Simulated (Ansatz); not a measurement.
Consider the ligand exchange at the Si–C bond: `C=C([SiH3])NC` + `ClB[SeH]` → `[SiH3][Se]BCl` + `C=CNC`.

Computed with Ansatz on PBE0-D4/def2-TZVP structures; ΔE is electronic, products minus reactants. CBS: MP2 limit from def2 TZ/QZ plus the TZ coupled-cluster correction, frozen cores. Functionals use def2-TZVPP. For Se outer-core shells are correlated without core-valence functions, which leaves a few kJ/mol of doubt a bond. Scalar relativity is left out up to krypton. Each species was taken in one conformer, which may not be the lowest.

```csv
level,ΔE (kJ/mol),difference from CCSD(T)/CBS
PBE-D4,-62.7,2.4
r2SCAN-D4,-64.5,0.6
ωB97M-V,-62.3,2.8
PBE,-65.7,-0.6
r2SCAN,-65.5,-0.4
PBE0,-68.3,-3.2
HF/def2-TZVPP,-74.9,-9.8
MP2/def2-TZVPP,-65.4,-0.3
CCSD/def2-TZVPP,-63.2,1.9
CCSD(T)/def2-TZVPP,-61.4,3.7
CCSD(T)/CBS,-65.1,0
```

Largest T1 diagnostic among the species: 0.012.

The D4 term adds +4.7 kJ/mol with B3LYP and +2.6 kJ/mol with PBE0; it sums over pairs of atoms, weighted by their polarisabilities, and B3LYP, whose exchange is more repulsive, gets the larger term. In def2-TZVPP, CCSD(T) changes the Hartree–Fock value by +13.4 kJ/mol (the triples alone add +1.8 kJ/mol) and MP2 by +9.5 kJ/mol.

B3LYP here is the variant with VWN-RPA as its local correlation; programs differ in this.
